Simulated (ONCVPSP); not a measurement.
# Which change was made? (Re, ONCV)

```json
{
  "Element": "rhenium (Re)",
  "Generator": "ONCVPSP 4.0.1",
  "Type": "optimised norm-conserving Vanderbilt (ONCV)",
  "Functional": "PBE",
  "Relativity": "scalar-relativistic",
  "Frozen core": "[Kr] 4d10 4f14",
  "Valence charge": "15",
  "Reference configuration": "5s2 5p6 5d5 (charge +2)",
  "Partial waves": "5s: rc 1.15 bohr, ncon 4, nbas 7, qcut 6.2 1/bohr, 3 projectors, debl 1.5 Ha; 5p: rc 1.35 bohr, ncon 4, nbas 8, qcut 6.5 1/bohr, 2 projectors, debl 3.9 Ha; 5d: rc 2.15 bohr, ncon 5, nbas 10, qcut 7 1/bohr, 2 projectors, debl 2.2 Ha",
  "Local potential": "polynomial inside 1.10 bohr (lpopt 3, dvloc0 3 Ha)",
  "Core correction": "polynomial model core, fcfact 0.15"
}
```

In the s channel the program set the typed energies aside and used -3.744, 0.250, 1.750 Ha.

Cutoffs, loose and tight: the cutoffs (Ha) at which the residual kinetic energy of the hardest occupied pseudo-wave falls to 1 and 0.1 mHa per electron. They do not see the model core or the augmentation charge, which bear on the density cutoff. Test errors are all-electron minus pseudo excitation energies from the reference, over the configurations 5s2 5p6 5d5 6s2; 5s2 5p6 5d5 6s1; 5s2 5p6 5d4; 5s2 5p6 5d5 6p2; variants that change the core or the reference have their own tests.

The base gives: outcome: generated, projector energies reset by the program; cutoff, loose: 84 Ha; cutoff, tight: 109 Ha; bound ghosts: none; GHOST(+) flags above zero: s; largest test error (meV): -13.

Question: After one change the result is: outcome: generated, projector energies reset by the program; cutoff, loose: 47 Ha; cutoff, tight: 64 Ha; bound ghosts: none; GHOST(+) flags above zero: s, p; largest test error (meV): +111. Which change was it?
A. all radii but the core radius scaled by about 0.78 (s 0.90, p 1.06, d 1.68 bohr); local potential polynomial inside 0.86 bohr (lpopt 3, dvloc0 3 Ha)
B. all radii but the core radius scaled by about 0.91 (s 1.04, p 1.24, d 1.96 bohr); local potential polynomial inside 1.00 bohr (lpopt 3, dvloc0 3 Ha)
C. all radii but the core radius scaled by about 1.22 (s 1.40, p 1.64, d 2.62 bohr); local potential polynomial inside 1.34 bohr (lpopt 3, dvloc0 3 Ha)

Answer: C. The others give: all radii but the core radius scaled by about 0.78 (s 0.90, p 1.06, d 1.68 bohr); local potential polynomial inside 0.86 bohr (lpopt 3, dvloc0 3 Ha) → outcome: generated, projector energies reset by the program; cutoff, loose: 131 Ha; cutoff, tight: 172 Ha; bound ghosts: s; GHOST(+) flags above zero: s, p; largest test error (meV): -13 | all radii but the core radius scaled by about 0.91 (s 1.04, p 1.24, d 1.96 bohr); local potential polynomial inside 1.00 bohr (lpopt 3, dvloc0 3 Ha) → outcome: generated, projector energies reset by the program; cutoff, loose: 105 Ha; cutoff, tight: 133 Ha; bound ghosts: s; GHOST(+) flags above zero: s; largest test error (meV): -13.
